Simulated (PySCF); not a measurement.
PySCF input file for CH₅NO₂Si₂, SMILES [Si@H](O)(OC#N)[SiH3], PBE-D3(BJ)/def2-SVP. Geometry: PBE-D3(BJ)/def2-SVP. The structure was generated by enumeration; whether it is a known compound was not checked. One conformer was computed; it need not be the lowest.

```python
import numpy as np
from pyscf import gto, scf, dft, df
from pyscf.hessian import thermo

mol = gto.M(
    atom='''
    N     2.21949433   -0.93958600    1.50150782
    C     1.82584174   -0.34750043    0.56150954
    O     1.40460286    0.29594179   -0.47368724
    Si   -0.29660581    0.66295222   -0.71063851
    O    -0.71193924    2.02909469    0.15126887
    Si   -1.52166964   -1.23729129   -0.04331287
    H    -0.32044528    1.05377940   -2.14732781
    H    -0.87976365    1.90924994    1.10324228
    H    -0.91825324   -2.48421747   -0.62316069
    H    -2.93313298   -1.07076574   -0.53621146
    H    -1.52536822   -1.30548643    1.45851228
    ''',
    basis='def2-SVP',
    charge=0,
    spin=0,
    max_memory=1600,
    verbose=3,
)
mf = dft.RKS(mol, xc='pbe').density_fit(auxbasis='def2-universal-jkfit')
mf.disp = 'd3bj'
mf.grids.level = 3
mf.conv_tol = 1e-11
mf.max_cycle = 100
mf.kernel()

# [left out here: the lines that compute and print the analytic Hessian (its translational invariance restored by hand, since the grid's response is missing), thermochemistry and intensities]
```

Output:

```
[...]
Mode                                 6                   7                   8
Irrep
Freq [cm^-1]                      328.8280            401.5910            474.9495
Reduced mass [au]                   1.2354              3.5398              1.9363
Force const [Dyne/A]                0.0787              0.3364              0.2573
Char temp [K]                     473.1103            577.8001            683.3466
Normal mode                   x     y     z       x     y     z       x     y     z
       0   N                 0.01  0.00  0.02    0.01  0.00 -0.02   -0.05 -0.04  0.02
       1   C                 0.00 -0.02 -0.00   -0.05  0.02  0.01    0.15  0.06 -0.01
       2   O                 0.00 -0.02  0.00   -0.05  0.01  0.01    0.01 -0.01 -0.00
       3  Si                -0.00 -0.01  0.00   -0.04 -0.08  0.03   -0.03 -0.03  0.01
       4   O                -0.09 -0.02 -0.01    0.04 -0.05 -0.01   -0.00 -0.02 -0.01
       5  Si                 0.02  0.03 -0.01    0.07  0.09 -0.01   -0.03  0.04 -0.02
       6   H                -0.11  0.02  0.01   -0.14 -0.22 -0.00    0.03 -0.05  0.01
       7   H                 0.85  0.16  0.18   -0.13 -0.04 -0.04    0.04  0.01  0.01
       8   H                -0.03 -0.01  0.01    0.06  0.15 -0.15    0.36  0.24 -0.04
       9   H                 0.04  0.09 -0.05    0.13  0.21 -0.17   -0.13 -0.43  0.14
      10   H                -0.02  0.03 -0.01   -0.11 -0.10 -0.03    0.25  0.05 -0.02
Mode                                 9                  10                  11
Irrep
Freq [cm^-1]                      492.6508            497.8054            525.4006
Reduced mass [au]                   1.5147              7.8721              3.1282
Force const [Dyne/A]                0.2166              1.1494              0.5088
Char temp [K]                     708.8148            716.2311            755.9345
Normal mode                   x     y     z       x     y     z       x     y     z
       0   N                -0.03  0.01  0.01    0.00  0.08  0.06    0.04  0.02 -0.05
       1   C                 0.05 -0.02 -0.04    0.00 -0.20 -0.12   -0.17 -0.00  0.03
       2   O                -0.02  0.01  0.01    0.01  0.08  0.05    0.03  0.02 -0.04
       3  Si                -0.03 -0.03  0.05   -0.01 -0.01 -0.01    0.06 -0.03  0.05
       4   O                 0.02  0.03 -0.01    0.01 -0.01 -0.00   -0.01 -0.01 -0.02
       5  Si                 0.03 -0.01 -0.06   -0.01  0.01  0.00   -0.03  0.01 -0.02
       6   H                -0.02  0.03  0.07   -0.01 -0.02 -0.01    0.05 -0.03  0.05
       7   H                -0.09  0.16 -0.02   -0.03 -0.04 -0.01    0.03  0.10  0.00
       8   H                -0.27 -0.30  0.29    0.13  0.11 -0.06    0.17  0.06  0.08
       9   H                -0.03  0.15  0.16   -0.02 -0.11 -0.00   -0.12 -0.30  0.17
      10   H                 0.22  0.51 -0.02    0.03 -0.07 -0.00    0.25  0.14 -0.01
Mode                                12                  13                  14
Irrep
Freq [cm^-1]                      645.5819            734.4679            776.7258
Reduced mass [au]                   6.8820              1.1587              1.2401
Force const [Dyne/A]                1.6899              0.3683              0.4408
Char temp [K]                     928.8486           1056.7358           1117.5354
Normal mode                   x     y     z       x     y     z       x     y     z
       0   N                -0.05  0.03 -0.04   -0.00 -0.00  0.01   -0.00  0.01 -0.02
       1   C                 0.04  0.03 -0.06    0.01 -0.00 -0.00   -0.02  0.00 -0.01
       2   O                -0.17 -0.01  0.05   -0.02 -0.00  0.01    0.01 -0.00 -0.00
       3  Si                 0.09  0.00  0.02    0.04  0.02  0.00   -0.02 -0.04  0.00
       4   O                 0.00 -0.03 -0.02   -0.02  0.06  0.02   -0.02  0.08  0.02
       5  Si                -0.00 -0.00  0.01    0.00  0.00 -0.02   -0.01 -0.02  0.01
       6   H                 0.27  0.03  0.03   -0.42 -0.58 -0.15    0.58 -0.13 -0.03
       7   H                 0.06  0.03 -0.00    0.08 -0.50 -0.02    0.16 -0.43  0.00
       8   H                -0.02 -0.02  0.01   -0.07 -0.11  0.14    0.17  0.14 -0.14
       9   H                -0.01 -0.05  0.01   -0.07 -0.12  0.12    0.07  0.27 -0.11
      10   H                -0.04 -0.09  0.00    0.01 -0.03 -0.01    0.12  0.24  0.01
Mode                                15                  16                  17
Irrep
Freq [cm^-1]                      824.0963            862.7808            886.4980
Reduced mass [au]                   1.1566              1.3322              1.2894
Force const [Dyne/A]                0.4628              0.5843              0.5970
Char temp [K]                    1185.6911           1241.3495           1275.4733
Normal mode                   x     y     z       x     y     z       x     y     z
       0   N                 0.00  0.00 -0.00   -0.00  0.00  0.00   -0.00  0.00 -0.00
       1   C                -0.01 -0.00 -0.00    0.00 -0.00 -0.00    0.00 -0.00 -0.00
       2   O                 0.03  0.00 -0.01   -0.00 -0.01  0.00   -0.01 -0.00  0.00
       3  Si                -0.04  0.02  0.01    0.00  0.06 -0.00    0.01 -0.04 -0.04
       4   O                 0.00 -0.02  0.01    0.01 -0.08  0.01   -0.02  0.06  0.07
       5  Si                 0.03  0.03 -0.01   -0.02 -0.03  0.01   -0.01  0.02  0.01
       6   H                 0.56 -0.36 -0.10    0.00 -0.55 -0.17    0.03 -0.15 -0.07
       7   H                 0.04  0.13  0.04   -0.06  0.38  0.04   -0.07  0.29  0.08
       8   H                -0.29 -0.18  0.10    0.17  0.15 -0.18   -0.20 -0.13  0.10
       9   H                -0.09 -0.30  0.19    0.04  0.23 -0.07    0.15 -0.15 -0.51
      10   H                -0.28 -0.22 -0.02    0.10  0.32  0.02    0.48 -0.20 -0.00
Mode                                18                  19                  20
Irrep
Freq [cm^-1]                      890.3519            907.1957           1161.5464
Reduced mass [au]                   1.0765              1.8698             13.5219
Force const [Dyne/A]                0.5028              0.9067             10.7488
Char temp [K]                    1281.0181           1305.2526           1671.2067
Normal mode                   x     y     z       x     y     z       x     y     z
       0   N                 0.00 -0.00  0.00   -0.00  0.00 -0.00   -0.05  0.07 -0.12
       1   C                -0.00 -0.00  0.00    0.00 -0.00 -0.00   -0.02  0.03 -0.05
       2   O                 0.01 -0.00 -0.00   -0.01  0.00  0.01    0.09 -0.10  0.15
       3  Si                -0.02  0.02  0.01    0.03 -0.06 -0.06   -0.01  0.00 -0.00
       4   O                 0.01 -0.03 -0.02   -0.03  0.08  0.09   -0.00  0.00  0.00
       5  Si                -0.02  0.00 -0.02    0.01 -0.01 -0.01   -0.00  0.00 -0.00
       6   H                 0.09 -0.04 -0.01   -0.05 -0.05 -0.05   -0.09  0.00  0.00
       7   H                 0.01 -0.02 -0.02   -0.09  0.37  0.11   -0.01  0.00  0.00
       8   H                 0.37 -0.09  0.58    0.24  0.08  0.05   -0.01 -0.01  0.01
       9   H                 0.00  0.41  0.08   -0.11  0.17  0.38   -0.01 -0.02  0.01
      10   H                 0.22 -0.45 -0.03   -0.31 -0.00 -0.01   -0.00 -0.01 -0.00
Mode                                21                  22                  23
Irrep
Freq [cm^-1]                     2160.6556           2177.2988           2187.6207
Reduced mass [au]                   1.0199              1.0510              1.0512
Force const [Dyne/A]                2.8052              2.9355              2.9640
Char temp [K]                    3108.7023           3132.6482           3147.4991
Normal mode                   x     y     z       x     y     z       x     y     z
       0   N                 0.00 -0.00  0.00    0.00 -0.00  0.00   -0.00  0.00 -0.00
       1   C                -0.00  0.00 -0.00   -0.00  0.00 -0.00   -0.00 -0.00  0.00
       2   O                -0.00 -0.00  0.00   -0.00 -0.00  0.00   -0.00  0.00  0.00
       3  Si                 0.00  0.00  0.00    0.00  0.00 -0.00    0.00 -0.00  0.00
       4   O                -0.00 -0.00 -0.00   -0.00 -0.00 -0.00   -0.00  0.00  0.00
       5  Si                -0.02 -0.01  0.01    0.02 -0.01  0.03    0.02 -0.03 -0.02
       6   H                -0.00  0.00 -0.03   -0.00 -0.01  0.04   -0.00  0.01 -0.03
       7   H                -0.00  0.00 -0.00    0.00 -0.00 -0.00    0.00  0.00  0.00
       8   H                -0.18  0.33  0.16   -0.05  0.12  0.07   -0.35  0.73  0.33
       9   H                 0.66 -0.09  0.24   -0.61  0.07 -0.21   -0.19  0.01 -0.08
      10   H                -0.01  0.02 -0.56    0.01  0.03 -0.71    0.00 -0.03  0.37
Mode                                24                  25                  26
Irrep
Freq [cm^-1]                     2245.9091           2304.4193           3753.7605
Reduced mass [au]                   1.0442             12.3371              1.0671
Force const [Dyne/A]                3.1034             38.5998              8.8589
Char temp [K]                    3231.3631           3315.5463           5400.8256
Normal mode                   x     y     z       x     y     z       x     y     z
       0   N                -0.00  0.00 -0.01    0.05 -0.07  0.12    0.00 -0.00  0.00
       1   C                 0.00 -0.00  0.01   -0.08  0.12 -0.19   -0.00  0.00 -0.00
       2   O                -0.00  0.00 -0.00    0.01 -0.02  0.03    0.00 -0.00  0.00
       3  Si                 0.00 -0.01  0.03    0.00 -0.00  0.00    0.00 -0.00  0.00
       4   O                -0.00 -0.00 -0.00   -0.00  0.00  0.00   -0.01 -0.00  0.06
       5  Si                 0.00  0.00  0.00   -0.00  0.00 -0.00    0.00  0.00 -0.00
       6   H                -0.01  0.26 -0.94   -0.01  0.01 -0.04    0.00  0.00 -0.00
       7   H                -0.00 -0.00  0.00   -0.00 -0.00  0.00    0.17  0.10 -0.95
       8   H                 0.01 -0.03 -0.01    0.00 -0.01 -0.00   -0.00 -0.00  0.00
       9   H                -0.04  0.00 -0.01   -0.01 -0.00  0.00   -0.00 -0.00  0.00
      10   H                -0.00  0.00 -0.02    0.00 -0.00  0.02   -0.00  0.00  0.00
temperature 298.1500 [K]
pressure 101325.00 [Pa]
Rotational constants [GHz] 2.58398 1.77976 1.25470
Symmetry number 1
Zero-point energy (ZPE) 0.05932 [Eh]   155742.851 [J/mol]
                           tot       elec      trans        rot        vib
Entropy [J/mol/K]       399.655      0.000    168.373    118.876    112.406
Cv [J/mol/K]            128.839      0.000     12.472     12.472    103.896
Cp [J/mol/K]            137.154      0.000     20.786     12.472    103.896
Internal energy [J/mol]                      3718.434   3718.434 172413.446
Internal energy [Eh]   -824.33703  -824.40554
Enthalpy [J/mol]                             6197.391   3718.434 172413.446
Enthalpy [Eh]          -824.33609
Gibbs free energy [J/mol]                  -44003.088 -31724.382 138899.461
Gibbs free energy [Eh] -824.38147
mode   freq/cm-1   IR/(km/mol)
   1       27.96         2.630
   2       74.99         4.085
   3       88.14         0.433
   4      136.16         6.281
   5      196.68         9.037
   6      274.11        13.085
   7      328.83       124.242
   8      401.59         4.124
   9      474.95        13.020
  10      492.65         8.998
  11      497.81         9.620
  12      525.40         7.485
  13      645.58        99.264
  14      734.47       106.421
  15      776.73       254.067
  16      824.10       121.606
  17      862.78       102.586
  18      886.50        11.123
  19      890.35        45.245
  20      907.20        49.884
  21     1161.55       170.321
  22     2160.66        31.803
  23     2177.30        48.001
  24     2187.62        51.889
  25     2245.91        95.267
  26     2304.42       205.405
  27     3753.76        91.012
max |gradient| / (hartree/bohr): 4.862435107614492e-05
APT charges: [-0.3389  0.4768 -0.9379  1.5168 -0.7974  0.5662 -0.237   0.3093 -0.1843
 -0.1874 -0.1862]
```

The run converged.

Cost: around 2.8 core-minutes (rough).
